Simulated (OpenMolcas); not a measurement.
Ta3+ with its 6 nearest fluoride ions at 2.082 Å, on the Y site of Cs2NaYF6 (a = 9.075 Å, distance in the model lattice 2.178 Å). The rest of the host is ab initio model potentials to 7.6 Å, with orthogonalisation functions on the cations behind the ligands, and point charges beyond; the distance is set by hand and nothing relaxes. Ligand basis ANO-RCC-VDZP.
```
Ta    0.0000    0.0000    0.0000
F     2.0820    0.0000    0.0000
F     0.0000    2.0820    0.0000
F    -2.0820    0.0000    0.0000
F     0.0000   -2.0820    0.0000
F     0.0000    0.0000    2.0820
F     0.0000    0.0000   -2.0820
```

* Program: OpenMolcas
* Method: CASSCF
* Basis: ANO-RCC-VTZP [8s7p5d3f2g1h]
* Scalar Hamiltonian: DKH2, point nucleus
* Active space: 2 electrons in 5 orbitals (5d)
* State averaging: 2S+1 = 3 even, 10 roots; 2S+1 = 1 even, 15 roots
* Spin-orbit coupling: state interaction with AMFI integrals over the reference wave functions

Problem. What is the spin-free ground state (labels of O, the rotations of Oh)?

Solution. 3T1, 3-fold in its orbital part; it has the highest spin that d2 allows.

Problem. Where is the first state of the same spin?

Solution. 3T2 at 28800 cm-1 above the ground state.

Problem. What are the lowest two levels with spin-orbit coupling?

Solution. A 2-fold level E, then a 3-fold level T2 213.7 cm-1 above it. Their leading multiplicities are 3 (97 %) and 3 (97 %).

Problem. What is χT at 300 K, and how does it compare with the textbook value?

Solution. The lowest level has 2S+1 = 3, for which the spin-only value is χT = S(S+1) / 2 = 1.000 cm3 K/mol (g = 2). The computed 0.156 at 300 K differs by -0.844, through orbital momentum, spin-orbit coupling and any other state in reach. With a threefold ground state the orbital momentum is unquenched, so the spin-only value is not expected to hold.

Problem. Which ligand-field parameters describe the states?

Solution. A least-squares ligand-field fit to the states below 45000 cm-1, each weighted by its degeneracy and with a free common offset, gives 10Dq = 30328 cm-1, B = 656 cm-1 and C = 2629 cm-1 (C/B = 4.01), with an rms deviation of 118 cm-1. The same method and metal basis give the free ion B = 731 cm-1 (fit to its terms below 60000 cm-1, rms deviation 32 cm-1), so the nephelauxetic ratio is β = 656 / 731 = 0.90; it hangs on how both fits weigh the states, and computed free-ion B values tend to be too large, so β mixes covalency with correlation.

An orbital triplet at a regular site is open to Jahn-Teller coupling, which can distort the site and quench the lowest spin-orbit gaps and is left out. Without dynamic correlation the repulsion within the d shell is too large (B by tens of per cent), so at a given field states of lower spin stand too high. The least metal-like active orbital is 82 % on the metal (Löwdin) and no ligand orbital is active, so the numbers are rough. With metal d orbitals alone the field can be off either way by tens of per cent. Ligand-to-metal charge-transfer states are missing. With no ligand orbital active B as a rule stays too high, so bands that hang on it stand too high and its fall with covalency is understated. No measured value stands beside these numbers; the geometry was set by hand and not optimised.
